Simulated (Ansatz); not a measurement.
Cost and result for the atomization energy of `O[BH][Al]([SiH3])[SiH3]` (13 atoms, 12 bonds).

```xyz
13

O     1.773    0.506   -2.462
B     1.756   -0.203   -1.306
Al    0.052   -0.051   -0.014
Si   -0.012    1.613    1.803
Si   -1.878   -1.576   -0.154
H     2.571    0.381   -2.984
H     2.715   -0.900   -1.055
H     0.398    2.970    1.336
H    -1.349    1.751    2.449
H     0.952    1.222    2.876
H    -1.782   -2.604   -1.231
H    -3.133   -0.803   -0.393
H    -2.063   -2.306    1.135
```

Total charge 0; spin multiplicity 1. The geometry is a stationary point of PBE0-D4/def2-TZVP. It is one conformer, not always the lowest. Program: Ansatz. All runs use 4 threads of an Arm Neoverse V1 on a shared host. Times are those of one run each, without the atoms' runs, and a repeat can differ threefold. Electronic energies, without spin–orbit coupling; frozen cores. CCSD(T)/CBS adds CCSD(T) − MP2 in def2-TZVPP to the MP2 limit, and its time is that of the two runs behind it. T1 = 0.015. B3LYP takes the VWN-RPA correlation (the form of Gaussian; ORCA's B3LYP/G).

CCSD(T)/CBS is a level of theory with its own doubt, some kJ/mol a heavy atom from the limit and from the frozen cores, so smaller differences don't rank the functionals.

```tsv
level	functions	wall time
PBE-D4/def2-TZVPP (with forces)	300	3.8 s
PBE0-D4/def2-TZVPP	300	6 s
r2SCAN-D4/def2-TZVPP (with forces)	300	7 s
B3LYP-D4/def2-TZVPP (with forces)	300	8 s
B2PLYP/def2-TZVPP	300	9 s
ωB97X-V/def2-TZVPP	300	13 s
ωB97M-V/def2-TZVPP (with forces)	300	20 s
MP2/def2-QZVPP	564	36 s
CCSD(T)/def2-TZVPP	300	4.9 min
CCSD(T)/CBS(def2)	–	5.5 min
```

What atomization energy does each give, and how far from CCSD(T)/CBS? (An estimate is asked.)

Ansatz gave: 
```tsv
level	atomization (kcal/mol)	difference from CCSD(T)/CBS	per bond
PBE-D4/def2-TZVPP (with forces)	952.8	-0.5	0.0
PBE0-D4/def2-TZVPP	945.4	-7.9	-0.7
r2SCAN-D4/def2-TZVPP (with forces)	956.8	3.5	0.3
B3LYP-D4/def2-TZVPP (with forces)	952.1	-1.2	-0.1
B2PLYP/def2-TZVPP	939.2	-14.1	-1.2
ωB97X-V/def2-TZVPP	960.6	7.3	0.6
ωB97M-V/def2-TZVPP (with forces)	952.7	-0.6	0.0
MP2/def2-QZVPP	943.1	-10.2	-0.8
CCSD(T)/def2-TZVPP	929.6	-23.7	-2.0
CCSD(T)/CBS(def2)	953.3	0.0	0.0
```

From PBE to PBE0 (25 % exact exchange), in def2-TZVPP and without D4, the atomization energy moves by −6.6 kcal/mol: exact exchange takes away binding that semilocal exchange gives to molecules. The D4 term adds +9.7 kcal/mol with B3LYP and +5.3 kcal/mol with PBE0; it sums over pairs of atoms, weighted by their polarisabilities, and B3LYP, whose exchange is more repulsive, gets the larger term. In def2-TZVPP, CCSD(T) changes the Hartree–Fock value by +209.9 kcal/mol (the triples alone add +10.3 kcal/mol) and MP2 by +209.3 kcal/mol; breaking electron pairs costs correlation energy, which Hartree–Fock lacks.
